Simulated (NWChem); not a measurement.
AlNH₂F₂; SMILES [F][Al]([NH2])[F]

```xyz
6

Al    -0.0004    -0.0353     0.0000
F     -1.4295    -0.8694     0.0000
F      1.4099    -0.9007     0.0000
N      0.0195     1.7134     0.0000
H      0.8593     2.2796     0.0000
H     -0.8066     2.2995     0.0000
```
Atoms are numbered in this order, from 1.

Level: PBE0/def2-SVP (NWChem), optimised geometry, unscaled harmonic frequencies. 

**Question.** List the harmonic frequencies with IR intensities, and the thermochemistry.

**Answer.** 
| frequency (cm⁻¹) | IR intensity (km/mol) |
|---|---|
| 199 | 4.0 |
| 247 | 39.8 |
| 287 | 91.0 |
| 359 | 0.0 |
| 400 | 183.4 |
| 666 | 49.2 |
| 695 | 1.7 |
| 953 | 159.3 |
| 968 | 168.6 |
| 1523 | 53.4 |
| 3633 | 42.2 |
| 3727 | 50.9 |

```
Quantity                                                                            Value
-----------------------------------------------------------------------  ----------------
zero-point energy                                                           19.5 kcal/mol
thermal correction to the enthalpy at 298.15 K (with zero-point energy)     23.4 kcal/mol
heat capacity Cv                                                         16.9 cal/(mol K)
entropy at 298.15 K and 1 atm (symmetry number 1)                        72.7 cal/(mol K)
dipole moment                                                                      2.77 D
```

Rigid rotor and harmonic oscillator.
